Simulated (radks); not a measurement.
Question: Ionisation of the technetium ion Tc+, [Kr] 4d5 5s1, to [Kr] 4d5 as the strength of local exchange is varied. Calculated with a radial shooting solver on a logarithmic mesh with Libxc functionals: Dirac Kohn-Sham, Slater X-alpha exchange (alpha = 2/3 is LDA exchange), no correlation, spin-unpolarised, spherical densities, finite nucleus; open shells fill j = l - 1/2 first; Fermi nuclear charge, rms radius 4.4112 fm.

| alpha | E(Tc+) (hartree) | exchange (hartree) | IE (eV) | -e of the level emptied (eV) | <r> of it (bohr) |
|---|---|---|---|---|---|
| 0.648 | -4274.28037 | -116.41985 | 14.016 | 10.551 (5s1/2) | 3.071 |
| 0.667 | -4277.69524 | -119.92613 | 14.145 | 10.676 (5s1/2) | 3.058 |
| 0.916 | -4322.69186 | -166.36241 | 15.872 | 12.376 (5s1/2) | 2.904 |
| 1.04 | -4345.26857 | -189.82284 | 16.763 | 13.266 (5s1/2) | 2.832 |
| x | -4268.53499 | -110.52642 | 13.801 | 10.343 (5s1/2) | 3.092 |

Which alpha was used in the last row?

Answer: alpha = 0.616. NIST Atomic Spectra Database: 15.260 eV (semi-empirical). The Delta-SCF value meets it near alpha = 0.83. Spin polarisation and multiplet splitting are left out, so open shells lie too high by an amount that depends on their filling.

Beside tabulated values, note that spin-unpolarised runs miss the spin-polarisation part of the exchange energy of open shells.
